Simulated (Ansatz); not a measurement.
Caution, from a PySCF single point (PBE0-D3(BJ)/def2-TZVPD) at this geometry: the highest occupied level lies above zero, so the state may not be bound. This singlet lies 0.58 eV below the relaxed triplet at the level frozen-core CCSD(T)/aug-cc-pVDZ // PBE0-D3(BJ)/def2-TZVPD (Ansatz, a first-principles code).

Species: H$_{4}$AlBN, SMILES `N[B-][AlH2]` (lower singlet) (charge -1, multiplicity 1).

Question: Give a relaxed geometry from PBE0-D3(BJ)/def2-TZVPD (Ansatz).

Answer: This is not unique; one that fits is the end point of this relaxation, one of several conformers (outside a Z-matrix the atoms follow the SMILES, hydrogens last).
Bonded distances (Å): N1–B2 1.392, N1–H4 1.009, N1–H5 1.011, B2–Al3 1.976, Al3–H6 1.625, Al3–H7 1.625. Angles (°): B2–N1–H4 123.6, B2–N1–H5 123.9, H4–N1–H5 112.5, N1–B2–Al3 167.9, B2–Al3–H6 121.2, B2–Al3–H7 121.1, H6–Al3–H7 115.1.
